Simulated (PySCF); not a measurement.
## Computed structure and properties of Pr(SH)3

System: Pr(SH)3 (singlet in the valence; each metal's 4f electrons, 2 of them, lie in its core potential, out of spins and levels); start: displaced along the imaginary mode (C3). Method: PySCF 2.14.0, RKS PBE0, Pr lcecp-1-SVP with ECP48, S def2-SVP, H def2-SVP; non-relativistic Hamiltonian with scalar-relativistic core potentials where named; density fitting; no spin-orbit coupling.

Input of the relaxation:

```python
mol = gto.M(atom='''
Pr     0.00000    -0.00000    -0.42059
S      2.48174    -0.00674     0.55922
H      2.11462     0.24998     1.86082
S     -1.23504     2.15262     0.55921
H     -1.27381     1.70633     1.86082
S     -1.24670    -2.14588     0.55921
H     -0.84082    -1.95631     1.86082''',
    basis={'Pr': 'lcecp-1-SVP', 'S': 'def2-SVP', 'H': 'def2-SVP'},
    ecp={'Pr': 'lcecp-1-SVP'},
    charge=0, spin=0)
mf = dft.RKS(mol, xc='PBE0')
mf.grids.atom_grid = (50, 194)  # f atoms: unpruned, at least (60, 302)
mf = mf.density_fit()  # fitting sets: Pr AutoAux, S def2-universal-JKFIT, H def2-universal-JKFIT
mf.conv_tol = 1e-08; mf.max_cycle = 55
mf.kernel(dm0)  # dm0: converged density of the start geometry
# quasi-Newton relaxation in Cartesian coordinates to a largest gradient under 0.00045 Eh/bohr, steps kept in the point group
```

Run from Python with OMP_NUM_THREADS=2; the lines above give its settings. Where DIIS fails, smearing, a level shift and second-order steps follow.
It took 4.5 min on 2 threads of Arm Neoverse V1 (shared host), from the converged density of the start.

Course of the relaxation:

```
step  energy above end (eV)  largest force component within the symmetry (eV/Å)
   0                 0.3473                                               0.575
   1                 0.3089                                               0.172
   2                 0.2653                                               0.440
   3                 0.2568                                               0.865
   4                 0.1922                                               0.194
   5                 0.1510                                               0.191
   6                 0.1362                                               0.552
   7                 0.1026                                               0.060
  24                 0.0008                                               0.060
  25                 0.0005                                               0.018
  26                 0.0004                                               0.017
  27                 0.0002                                               0.015
  28                 0.0000                                               0.013
  29                 0.0000                                               0.016
```
(The steps between are left out.)

Relaxed geometry (C3):

```xyz
7

Pr    0.0000    0.0000    0.8657
S     2.6390   -0.3950    0.9914
H     2.9658    0.9190    0.9999
S    -0.9774    2.4829    0.9914
H    -2.2788    2.1090    0.9999
S    -1.6616   -2.0879    0.9914
H    -0.6871   -3.0280    0.9999
```

```
    contact      Å
Pr1–S2 (SH)  2.671
Pr1–S4 (SH)  2.671
Pr1–S6 (SH)  2.671
```

On the finer grid (75, 302):

```yaml
HOMO: -7.26 eV
LUMO: -2.42 eV
Dipole_about_the_centre_of_mass: 0.77 D
Set_of_Mulliken_populations_of_Pr1_outside_the_core_potential: s 2.26, p 6.28, d 1.53, f 0.05
D3_BJ_dispersion_energy_not_in_the_energies: -0.184 eV
```

```tsv
atom	Mulliken (e)	Löwdin (e)	spin (e)
Pr1	0.88	0.06	0.00
S2	-0.40	-0.04	0.00
H3	0.11	0.02	0.00
S4	-0.40	-0.04	0.00
H5	0.11	0.02	0.00
S6	-0.40	-0.04	0.00
H7	0.11	0.02	0.00
```

The 4f levels lie in the core potential and are missing. Their spin isn't counted.

On the grid (50, 194), as all that follows. Harmonic modes: a minimum within the noise of the softest modes; lowest 17 cm⁻¹ (negative: unstable), highest 2694 cm⁻¹, zero-point energy 0.676 eV.

Taking off one SH (charge -1, singlet; the rest: singlet) in vacuum, both parts rigid, costs 8.78 eV; the small basis without counterpoise inflates it. Most of it is the attraction of opposite charges; other ways to part are cheaper, and one spin state was tried for the rest.

Rigid scan of SH along the line from its metal:

distance to S2 (Å), energy (eV) and a bar:
```
     2.37      0.590 ######
     2.47      0.232 ##
     2.57      0.052 #
     2.67      0.000 
     2.77      0.041 
     2.87      0.148 ##
     3.07      0.481 #####
     3.37      1.107 ############
     3.77      1.942 #####################
     4.27      2.822 ##############################
```

One start shape was tried, so this needn't be the lowest isomer.

An lcecp potential fixes the number of 4f electrons, so in runs with it no electron can move into or out of that shell.
